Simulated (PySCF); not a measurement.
Cartesian coordinates (Å):
```xyz
13

C     -1.0742     0.9917    -0.0673
C      0.0947     0.0754     0.2779
C     -0.3240    -1.3907     0.3003
Si     1.5708     0.3633    -0.8677
H     -1.4696     0.7670    -1.0623
H     -1.8929     0.8619     0.6477
H     -0.7868     2.0459    -0.0557
H      0.4639     0.3460     1.2781
H     -0.6887    -1.7106    -0.6802
H      0.5028    -2.0495     0.5770
H     -1.1333    -1.5518     1.0197
H      2.0032     1.7917    -0.8565
H      2.7247    -0.5111    -0.5052
```
Charge 0, spin multiplicity 2.

Give the dipole moment, total energy and highest occupied spin orbital at the level PBE0-D4/def2-TZVP (PySCF 2.14.0).


```json
{
 "dipole_moment": "1.01 D",
 "total_energy": "-408.9611 Ha",
 "highest_occupied_spin_orbital": "-5.87 eV"
}
```
